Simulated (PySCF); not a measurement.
An excited-state job on `FC(F)([SiH3])[SiH2]P`.

Method: TDDFT wB97X-D/def2-SVPD, vertical, gas phase, core orbitals frozen in the response (PySCF 2.14.0, density-fitted response routines). Geometry: GFN2-xTB. A driver script takes a list of jobs; this job's settings line and coordinates (Å) are shown.

Input:
```
{"job": {"kind": "uv", "xc": "wB97X-D", "basis": "def2-SVPD", "nstates": 8, "ntriplets": 3}, "charge": 0, "multiplicity": 1}
F      0.775436     0.952967    -1.941786
C      0.477935     0.105308    -0.889751
F      0.200090    -1.103807    -1.509075
Si     2.083547    -0.121977     0.169998
Si    -1.160821     0.733860    -0.066049
P     -1.666169    -0.833303     1.440758
H      1.750332    -1.101962     1.199571
H      3.120994    -0.590826    -0.741732
H      2.378342     1.204471     0.707030
H     -2.117809     0.969900    -1.149152
H     -0.834462     1.987882     0.615463
H     -2.969743    -0.410270     1.632322
H     -2.042059    -1.791757     0.514674
```

Output:
```
coarse grid: 12472 points
cycle   1  E = -1161.5442048471  dE =  2.660e-01  |g| = 6.649e-01  |ddm| = 3.774e+00
cycle   2  E = -1161.5317294021  dE =  1.248e-02  |g| = 7.990e-01  |ddm| = 1.135e+00
cycle   3  E = -1161.6360305786  dE = -1.043e-01  |g| = 4.447e-02  |ddm| = 5.325e-01
cycle   4  E = -1161.6366335084  dE = -6.029e-04  |g| = 1.541e-02  |ddm| = 1.292e-01
cycle   5  E = -1161.6367216327  dE = -8.812e-05  |g| = 4.837e-03  |ddm| = 5.395e-02
cycle   6  E = -1161.6367294102  dE = -7.777e-06  |g| = 1.016e-03  |ddm| = 1.158e-02
final grid: 107800 points
cycle   7  E = -1161.7824706625  dE = -1.086e-04  |g| = 7.864e-03  |ddm| = 1.188e-01
cycle   8  E = -1161.7824723959  dE = -1.733e-06  |g| = 8.508e-03  |ddm| = 1.931e-02
cycle   9  E = -1161.7824832070  dE = -1.081e-05  |g| = 6.240e-04  |ddm| = 5.206e-03
cycle  10  E = -1161.7824833137  dE = -1.067e-07  |g| = 4.521e-04  |ddm| = 2.077e-03
cycle  11  E = -1161.7824833639  dE = -5.024e-08  |g| = 4.010e-05  |ddm| = 6.601e-04
cycle  12  E = -1161.7824833650  dE = -1.052e-09  |g| = 1.127e-05  |ddm| = 1.826e-04
cycle  13  E = -1161.7824833651  dE = -8.367e-11  |g| = 3.782e-06  |ddm| = 6.626e-05
converged SCF energy = -1161.7824833651

Static polarisability (au): isotropic 94.240, principal 81.756 95.050 105.915

Singlet excitations
state   eV       nm        f      main configurations
  1   6.5931    188.1   0.02195   H->L 0.44, H->L+4 0.28, H->L+2 0.12
  2   6.9522    178.3   0.08704   H-1->L 0.40, H-1->L+1 0.20, H->L+2 0.18
  3   7.0034    177.0   0.02808   H->L+1 0.33, H-1->L+2 0.23, H->L+2 0.08
  4   7.0708    175.3   0.06863   H-1->L+2 0.41, H->L+1 0.36
  5   7.2330    171.4   0.07440   H-1->L 0.34, H->L 0.18, H-1->L+1 0.14
  6   7.2750    170.4   0.10738   H-1->L+1 0.28, H->L 0.15, H->L+2 0.11
  7   7.5058    165.2   0.04235   H->L+5 0.44, H->L+3 0.39
  8   7.6619    161.8   0.03367   H->L+4 0.45, H->L+2 0.20, H->L+6 0.09

Triplet excitations (Tamm-Dancoff, eV): 5.8581 6.0200 6.4935
```

The SCF starts on a coarse grid where the log names one; the energy can jump when the final grid takes over, and dE then counts from the start density on the new grid. H and L stand for HOMO and LUMO; the number after each pair is its weight.

Question: Give the mean polarisability as a volume in Å³, and the ratio of the largest to the smallest principal value.

Answer: 94.240 au × 0.148185 = 13.96 Å³; 105.915/81.756 = 1.30.

Question: How does the lowest singlet excitation compare with the HOMO–LUMO gap?

Answer: HOMO -9.65 eV and LUMO 1.54 eV give a gap of 11.19 eV; S1 at 6.59 eV lies 4.60 eV below it.

In short: HOMO -9.65 eV, LUMO 1.54 eV; lowest singlet 6.59 eV; lowest triplet 5.86 eV (Tamm–Dancoff); mean polarisability 94.2 au.

Time: 58 s wall. Hardware: Arm Neoverse N1, one thread, no GPU (shared host).

One conformer stands for the species.
Labels such as C1 count atoms from 1, the log's own numbers from 0.

Note: wB97X-D ran without an empirical dispersion term, which enters the total energy and its gradient alone.
